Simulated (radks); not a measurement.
The numbers below are computed, except where a source is named.
The neodymium ion Nd+, configuration [Xe] 4f4 7s1 (not the ground configuration).

Code: a radial shooting solver on a logarithmic mesh with Libxc functionals. Model: Dirac Kohn-Sham, PBE, spin-unpolarised, spherical densities, point nucleus; open shells fill j = l - 1/2 first.

Energy parts (hartree):
total: -9629.4933
kinetic: 10385.8451
electron-nucleus: -23510.6626
Hartree: 3718.2462
exchange-correlation: -222.9221

Orbitals (lengths in bohr, moments of r in powers of bohr):
| orbital | occ. | eigenvalue (hartree) | <r^2> | small-component weight |
|---|---|---|---|---|
| 1s1/2 | 2 | -1593.895 | 0.0007598 | 4.95e-02 |
| 2s1/2 | 2 | -257.9506 | 0.01197 | 1.08e-02 |
| 2p1/2 | 2 | -244.0384 | 0.008750 | 1.09e-02 |
| 2p3/2 | 4 | -224.9255 | 0.01000 | 1.02e-02 |
| 3s1/2 | 2 | -56.20910 | 0.08094 | 3.36e-03 |
| 3p1/2 | 2 | -50.27180 | 0.07596 | 3.30e-03 |
| 3p3/2 | 4 | -46.45625 | 0.08332 | 3.10e-03 |
| 3d3/2 | 4 | -36.12452 | 0.06759 | 2.98e-03 |
| 3d5/2 | 6 | -35.29979 | 0.06967 | 2.93e-03 |
| 4s1/2 | 2 | -11.43526 | 0.4165 | 1.04e-03 |
| 4p1/2 | 2 | -9.19539 | 0.4430 | 9.73e-04 |
| 4p3/2 | 4 | -8.36880 | 0.4837 | 9.08e-04 |
| 4d3/2 | 4 | -4.69019 | 0.5717 | 7.54e-04 |
| 4d5/2 | 6 | -4.54424 | 0.5883 | 7.37e-04 |
| 5s1/2 | 2 | -1.81635 | 2.439 | 2.20e-04 |
| 5p1/2 | 2 | -1.21965 | 3.115 | 1.73e-04 |
| 5p3/2 | 4 | -1.10785 | 3.451 | 1.57e-04 |
| 4f5/2 | 4 | -0.39661 | 1.605 | 3.73e-04 |
| 4f7/2 | 0 | -0.38169 | 1.662 | 3.65e-04 |
| 7s1/2 | 1 | -0.15323 | 72.37 | 1.06e-05 |

The highest occupied level is 7s1/2 at -4.169 eV. The configuration is held as typed, so some empty levels lie below it. Summed over all electrons, <r^2> = 114.6 bohr^2, which gives a Langevin (diamagnetic) susceptibility term of -90.8 x 10^-6 cm^3/mol. The density falls to 0.001 e/bohr^3 at r = 3.68 bohr.
